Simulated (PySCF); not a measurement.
MoS₂ClBr, SMILES [S]=[Mo](=[S])([Cl])[Br], multiplicity 1. Geometry: B3LYP-D3(BJ)/def2-SVP. The multiplicity is an assumed one; no other spin state was optimised. The structure was generated by enumeration; whether it is a known compound was not checked. The def2 effective core potentials stand for the cores of Mo; spin–orbit coupling is left out.

Give the equilibrium geometry at B3LYP-D3(BJ)/def2-SVP (PySCF confirms it by a frequency run) as a Z-matrix, and its point group. (An estimate is asked for; the answer gives what the named calculation found.)

point group Cs.
```
Mo
S 1 2.1048
S 1 2.1048 2 107.97
Cl 1 2.2616 2 109.25 3 118.71
Br 1 2.4058 2 108.72 3 -117.79
```
Charge 0, spin multiplicity 1.
